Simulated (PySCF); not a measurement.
Species: C5H8F2.
Geometry (GFN2-xTB, Å), atoms numbered from 1 in this order:
```
atom  x, y, z in Å
F1     3.3885   -0.2333   -0.3489
C2     2.0642   -0.5174   -0.1271
C3     1.3261    0.7291    0.2531
C4     0.0252    0.8186    0.4760
C5    -0.9600   -0.3041    0.3883
C6    -2.0405    0.0141   -0.6425
F7    -2.9613   -1.0035   -0.6906
H8     1.6810   -0.9556   -1.0567
H9     2.0367   -1.2683    0.6727
H10    1.9588    1.5999    0.3440
H11   -0.3974    1.7765    0.7462
H12   -1.4464   -0.4402    1.3584
H13   -0.4717   -1.2403    0.1184
H14   -2.5890    0.9254   -0.3817
H15   -1.6185    0.1071   -1.6485
```

The calculation used PySCF, TDDFT PBE0/def2-SVPD, vertical, gas phase, core orbitals frozen in the response.

Frontier orbitals with the atoms that hold most of them (Löwdin shares over 4%, at most four atoms; ? is withheld):

```json
{"orbital": "HOMO-3", "ε (eV)": "-9.95", "atoms": "F7 35%, C6 16%, C5 14%, F1 10%"}
{"orbital": "HOMO-2", "ε (eV)": "-9.74", "atoms": "F7 30%, C6 17%, H14 10%, C5 9%"}
{"orbital": "HOMO-1", "ε (eV)": "-9.64", "atoms": "?"}
{"orbital": "HOMO", "ε (eV)": "?", "atoms": "?"}
{"orbital": "LUMO", "ε (eV)": "-0.19", "atoms": "C3 33%, C4 28%, C2 8%, C5 6%"}
{"orbital": "LUMO+1", "ε (eV)": "0.66", "atoms": "C6 16%, C2 12%, C5 10%, C4 10%"}
{"orbital": "LUMO+2", "ε (eV)": "1.02", "atoms": "C2 18%, H11 15%, C4 9%, H10 8%"}
```

(1) Give the leading atoms of the HOMO.

(2) Give the leading atoms of the HOMO-1.

(3) What is the HOMO energy, and the HOMO–LUMO gap?

## Answers

(1) C4 (bonded to 2 C and H) 33%; C3 (bonded to 2 C and H) 32%; C2 (bonded to C, F and 2 H) 8%; C5 (bonded to 2 C and 2 H) 6%.

(2) F1 (bonded to C) 16%; C2 (bonded to C, F and 2 H) 12%; C5 (bonded to 2 C and 2 H) 10%; C3 (bonded to 2 C and H) 10%. By element: carbon 33% or more, fluorine 16% or more.

(3) ε(HOMO) = -7.66 eV; the gap is 7.48 eV (0.2748 hartree).

The HOMO–LUMO gap is 7.48 eV. Where does the response calculation put the lowest singlet, and from which orbitals?

S1 is at 7.00 eV (f = 0.255), 0.48 eV below the gap, made of HOMO→LUMO (70%), HOMO→LUMO+1 (25%). 

Next come S2 at 7.20 eV (f 0.131), HOMO→LUMO+1 (65%), HOMO→LUMO (24%); S3 at 7.44 eV (f 0.010), HOMO→LUMO+2 (90%); S4 at 7.79 eV (f 0.0012), HOMO-1→LUMO (73%), HOMO-2→LUMO (18%); S5 at 7.87 eV (f 0.0089), HOMO→LUMO+3 (80%).

One conformer stands for the species.
